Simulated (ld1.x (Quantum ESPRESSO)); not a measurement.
## Reading a pseudo-wave (fluorine)

Columns: radius, all-electron u(r) and pseudo u(r) of the 2s shell (level -29.93 eV) of fluorine in the configuration [He] 2s2 2p5; revPBE, scalar-relativistic, TM scheme, ld1.x (Quantum ESPRESSO) 7.5.

| r (bohr) | all-electron | pseudo |
| --- | --- | --- |
| 0.082 | 0.4496 | -0.0962 |
| 0.165 | 0.3027 | -0.2029 |
| 0.248 | -0.0191 | -0.3281 |
| 0.330 | -0.3402 | -0.4751 |
| 0.413 | -0.6079 | -0.6417 |
| 0.495 | -0.8015 | -0.8014 |
| 0.578 | -0.9294 | -0.9271 |
| 0.660 | -0.9992 | -0.9990 |
| 0.742 | -1.0255 | -1.0255 |
| 0.825 | -1.0191 | -1.0191 |
| 0.908 | -0.9896 | -0.9896 |
| 0.990 | -0.9451 | -0.9451 |
| 1.072 | -0.8913 | -0.8913 |
| 1.155 | -0.8315 | -0.8315 |
| 1.238 | -0.7696 | -0.7696 |
| 1.320 | -0.7085 | -0.7085 |
| 1.402 | -0.6489 | -0.6489 |
| 1.485 | -0.5912 | -0.5912 |
| 1.568 | -0.5366 | -0.5366 |
| 1.650 | -0.4863 | -0.4863 |
| 1.733 | -0.4390 | -0.4390 |
| 1.815 | -0.3960 | -0.3960 |
| 1.898 | -0.3561 | -0.3561 |
| 1.980 | -0.3202 | -0.3202 |
| 2.062 | -0.2875 | -0.2875 |
| 2.145 | -0.2575 | -0.2575 |

Question: How many radial nodes do the two functions have?

Answer: The all-electron 2s function has n − l − 1 = 1; the pseudo-wave has 0, since the states of the same l below it are removed with the core.

Question: At about which radius was the pseudo-wave matched?

Answer: 0.75 bohr. The columns agree to 0.0005 from 0.66 bohr on; several derivatives are matched, so the curves merge somewhat inside the radius.

Question: Is the pseudo-wave norm-conserving?

Answer: Yes: the TM scheme keeps the norm inside the radius equal to the all-electron one, which fixes the energy derivative of the logarithmic derivative at the level.
